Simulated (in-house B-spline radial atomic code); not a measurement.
# Ionising Nb²⁺ with different functionals

Computed with an all-electron radial atomic-structure program (B-spline basis): non-relativistic Hamiltonian, point nucleus, spin-polarised at highest spin, spherical fractional occupations for the functionals, and exact exchange of hybrids averaged over the configuration. The ionisation energy is the difference of two self-consistent energies, [Kr] 4d3 → [Kr] 4d2, without Breit or QED terms; ε is the level of the shell that loses the electron (its least bound occupied spin orbital). There is no spin-orbit coupling in this Hamiltonian.

```json
{"method": "PBE0", "rung": "global hybrid", "ΔSCF (eV)": "25.81", "-ε(4d) (eV)": "21.75"}
{"method": "B3LYP", "rung": "global hybrid", "ΔSCF (eV)": "?", "-ε(4d) (eV)": "?"}
{"method": "TPSSh", "rung": "global hybrid", "ΔSCF (eV)": "25.72", "-ε(4d) (eV)": "20.73"}
{"method": "M06-2X", "rung": "global hybrid", "ΔSCF (eV)": "25.47", "-ε(4d) (eV)": "23.23"}
{"method": "BHandHLYP", "rung": "global hybrid", "ΔSCF (eV)": "25.50", "-ε(4d) (eV)": "23.00"}
{"method": "r2SCAN0", "rung": "global hybrid", "ΔSCF (eV)": "25.80", "-ε(4d) (eV)": "21.79"}
{"method": "B97-1", "rung": "global hybrid", "ΔSCF (eV)": "25.57", "-ε(4d) (eV)": "21.24"}
{"method": "HSE06", "rung": "range-separated hybrid", "ΔSCF (eV)": "?", "-ε(4d) (eV)": "?"}
{"method": "wB97X", "rung": "range-separated hybrid", "ΔSCF (eV)": "25.42", "-ε(4d) (eV)": "23.95"}
{"method": "CAM-B3LYP", "rung": "range-separated hybrid", "ΔSCF (eV)": "25.70", "-ε(4d) (eV)": "23.08"}
{"method": "LC-wPBE", "rung": "range-separated hybrid", "ΔSCF (eV)": "25.74", "-ε(4d) (eV)": "24.59"}
```

Question: What does HSE06 give?

Answer: ΔSCF 25.80 eV, and -ε(4d) = 21.33 eV.

Question: What does B3LYP give?

Answer: ΔSCF 25.77 eV, and -ε(4d) = 21.37 eV.

Question: Among the functionals, which spreads more, the ΔSCF values or the orbital energies?

Answer: The orbital energies: ΔSCF values span about 0.39 eV and the orbital energies 3.86 eV; here energy differences depend much less on the functional than eigenvalues do.

Question: How do they compare with the NIST value?

Answer: NIST lists 25.040 eV (semi-empirical, ground level to ground level). Errors run from +0.38 to +0.77 eV; wB97X is closest (+0.38 eV), but part of that can be cancellation, since the calculations leave out relativity, Breit-QED terms, multiplet and fine-structure energies.
